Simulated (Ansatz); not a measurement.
C3H8O2Si (`CC(C)O[Si]O`) at its PBE0-D4/def2-TZVP geometry, where that method's forces vanish. Charge 0, multiplicity 1.

```xyz
14

C     1.5387    0.4376    0.3375
C     0.1315   -0.0915    0.5109
C    -0.8241    0.9567    1.0387
O    -0.3439   -0.5491   -0.7522
Si   -0.7786   -2.1168   -1.0582
O    -1.2176   -1.9798   -2.6378
H     2.2023   -0.3446   -0.0365
H     1.5449    1.2641   -0.3774
H     1.9340    0.7992    1.2894
H     0.1537   -0.9387    1.2131
H    -0.4875    1.3312    2.0081
H    -0.8825    1.7974    0.3431
H    -1.8262    0.5406    1.1589
H    -1.1447   -1.1062   -3.0374
```

Question: What forces (eV/Å) does r2SCAN-D4/def2-TZVPP give on these atoms in the Gaussian-basis code of Ansatz? (Estimate.)

Answer: The calculation gave: 
```
C1   0.128  0.045 -0.026
C2   0.103  0.017  0.334
C3  -0.094  0.093  0.039
O4  -0.077  0.004 -0.262
Si5 -0.017 -0.120  0.031
O6  -0.035 -0.053 -0.080
H7  -0.009  0.011  0.003
H8  -0.005 -0.008  0.008
H9  -0.010 -0.006 -0.016
H10 -0.001 -0.011  0.005
H11 -0.003 -0.008 -0.018
H12  0.005 -0.010  0.005
H13  0.012  0.006 -0.004
H14  0.003  0.040 -0.020
```
